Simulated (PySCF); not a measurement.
# How methods differ on the excitation energy of Cr

Cr [Ar] 3d5 4s1 (7S) → Cr [Ar] 3d6 (5D), as a difference of total energies. Computed with PySCF 2.14 in aug-cc-pVDZ (7s6p4d2f, 59 functions), with no relativity, point nucleus. The calculations carry no spin-orbit coupling.

```json
{"method": "LDA", "excitation energy (eV)": "4.125"}
{"method": "PBE", "excitation energy (eV)": "4.070"}
{"method": "wB97X", "excitation energy (eV)": "4.079"}
{"method": "CAM-B3LYP", "excitation energy (eV)": "4.187"}
{"method": "wB97M-V", "excitation energy (eV)": "4.241"}
```
